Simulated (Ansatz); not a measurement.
`C[SiH](F)N[SiH2]O` + `[CH3][GeH]([NH2])[OH]` → `C[SiH2]N[SiH2]O` + `[CH3][Ge]([NH2])([OH])[F]`  (redistribution)

Program: Ansatz. Geometries: PBE0-D4/def2-TZVP. ΔE: electronic, gas phase. CCSD(T)/CBS is the MP2 limit (def2-TZVPP, def2-QZVPP) plus CCSD(T) − MP2 in def2-TZVPP, frozen cores. For Ge outer-core shells are correlated without core-valence functions, which leaves a few kJ/mol of doubt a bond. Scalar relativity is left out up to krypton. Each species was taken in one conformer, which may not be the lowest.

`C[SiH](F)N[SiH2]O`:

Z-matrix (Å, degrees):
```
C
Si 1 1.849
H 1 1.093 2 110.8
H 1 1.092 2 110.4 3 -119.6
H 1 1.092 2 111.0 3 120.4
F 2 1.607 1 108.0 3 63.9
N 2 1.716 1 110.1 3 -56.6
H 2 1.483 1 114.1 3 -179.8
Si 7 1.724 2 128.3 1 23.5
H 7 1.010 2 116.3 1 -163.6
O 9 1.645 7 112.4 2 51.7
H 9 1.480 7 112.2 2 -63.9
H 9 1.487 7 105.7 2 174.9
H 11 0.959 9 117.3 7 53.5
```

`[CH3][GeH]([NH2])[OH]`:

Z-matrix (Å, degrees):
```
C
Ge 1 1.942
H 1 1.091 2 109.8
H 1 1.092 2 110.9 3 120.0
H 1 1.091 2 109.9 3 -119.5
N 2 1.836 1 107.4 3 169.9
O 2 1.782 1 111.6 3 54.2
H 2 1.541 1 113.5 3 -61.5
H 6 1.010 2 116.2 1 162.3
H 6 1.010 2 115.4 1 32.5
H 7 0.961 2 110.4 1 80.0
```

`C[SiH2]N[SiH2]O`:

Cartesian coordinates in Å:
```
C -1.467 -0.732 -1.856
Si -0.141 -0.952 -0.564
N 0.521 0.562 -0.041
Si 0.604 1.167 1.565
O 1.669 0.375 2.539
H -2.292 -0.130 -1.469
H -1.069 -0.233 -2.744
H -1.864 -1.701 -2.169
H 0.921 -1.837 -1.124
H -0.691 -1.591 0.661
H 0.939 1.149 -0.749
H 0.972 2.603 1.434
H -0.687 0.986 2.262
H 2.583 0.335 2.255
```

`[CH3][Ge]([NH2])([OH])[F]`:

Cartesian coordinates in Å:
```
C -0.355 1.159 -1.004
Ge 0.018 -0.064 0.438
N -0.417 -1.775 0.074
O 1.676 -0.026 1.053
F -0.906 0.477 1.817
H -1.388 1.040 -1.333
H 0.316 0.970 -1.842
H -0.212 2.182 -0.657
H -0.634 -2.009 -0.881
H 0.151 -2.488 0.504
H 1.751 0.534 1.830
```

```
                    species  CCSD(T)/CBS(def2) energy (Eh)
        `C[SiH](F)N[SiH2]O`                     -850.89514
    `[CH3][GeH]([NH2])[OH]`                    -2248.30725
          `C[SiH2]N[SiH2]O`                     -751.62138
`[CH3][Ge]([NH2])([OH])[F]`                    -2347.55321
```

Question: Work out ΔE.

Answer: ΔE = (-751.62138) + (-2347.55321) − (-850.89514) − (-2248.30725) = 0.02780 Eh = +0.76 eV.

Largest T1 diagnostic among the species: 0.011.

In def2-TZVPP, CCSD(T) changes the Hartree–Fock value by +0.04 eV (the triples alone add −0.00 eV) and MP2 by +0.06 eV. The D4 term adds +0.03 eV with B3LYP and +0.02 eV with PBE0; it sums over pairs of atoms, weighted by their polarisabilities, and B3LYP, whose exchange is more repulsive, gets the larger term.

B3LYP here is the variant with VWN-RPA as its local correlation; programs differ in this.
